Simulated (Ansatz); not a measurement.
A made-up structure of CH3ClGa (charge -1), closed shell:

C1  (-0.240, -0.661, -0.851)
Ga2  (0.086, 0.606, 0.421)
Cl3  (0.919, -0.007, 2.445)
H4  (0.984, -0.632, 0.421)
H5  (-0.639, -0.392, -1.826)
H6  (-0.069, 2.175, 0.509)
(Å)

It is relaxed with PBE-D4/def2-SVPD and then PBE0-D4/def2-TZVPD (Ansatz 0.2.0). Atoms count as bonded within 1.22 times the sum of their covalent radii (H–H: 0.88 Å). The end point is not checked to be a true minimum.

Task: Does its bonding change? (A judgement: the text doesn't fix the answer.)

Result: By the calculation: Yes. Formed: C1–H4; broken: Ga2–H4.

Where it ends: The first stage lowers the energy by 4.60 eV in 15 steps. It ends as CH₃ClGa ([CH2][GaH][Cl]), total charge -1:
```xyz
6
angstrom
C 0.1041 -0.5143 -0.6670
Ga 0.1240 0.7952 0.6025
Cl 0.9451 0.3480 2.6748
H 0.4698 -1.5217 -0.4895
H -0.2848 -0.3279 -1.6657
H -0.3173 2.3096 0.6645
```

Labels in which every atom is bracketed show which atoms are joined, not bond orders.

For scale, one of the runs: PBE0-D4/def2-TZVPD relaxation, 164 basis functions, launched by `ansatz run in.yaml --threads 2 --pin off --events-out ev --progress --plain --max-ram 4352MiB`. Hardware: 2 CPU threads of an Intel Xeon Platinum 8259CL, shared host. Wall time about 29 s.
